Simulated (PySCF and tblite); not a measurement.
Results of a calculation; reference values are marked as such.
System: C₄H₉NSeSi, numbered as in [CH2:1]=[CH:2][N:3]([CH3:4])[C:5]([SiH3:6])=[Se:7].

The path came from a restrained scan, a climbing-image band and a saddle search at GFN2-xTB; energies are PBE0/pcSseg-1 + D3(BJ)//GFN2-xTB, thermal terms GFN2-xTB. Rate constants are transition-state-theory values, counting equivalent paths, without tunnelling. (PySCF 2.14 with density fitting, tblite 0.8.)

Spin–orbit effects of heavy atoms on shieldings are missing.

(1) What barrier does the rotation about the C2–N3 bond (torsion C1–C2–N3–C4 from 0° to 140°, rising) meet, and how fast is it at 298 K?

Results:

(1) The electronic barrier is 4.9 kcal/mol and ΔG‡(298 K) 4.1 kcal/mol, over a C1 saddle with an imaginary mode of 126i cm⁻¹ (GFN2-xTB). With 2 equivalent paths, k is 1.2×10¹⁰ s⁻¹, a mean lifetime of the start of 83 ps against this motion. The end lies 2.5 kcal/mol above the start in free energy.
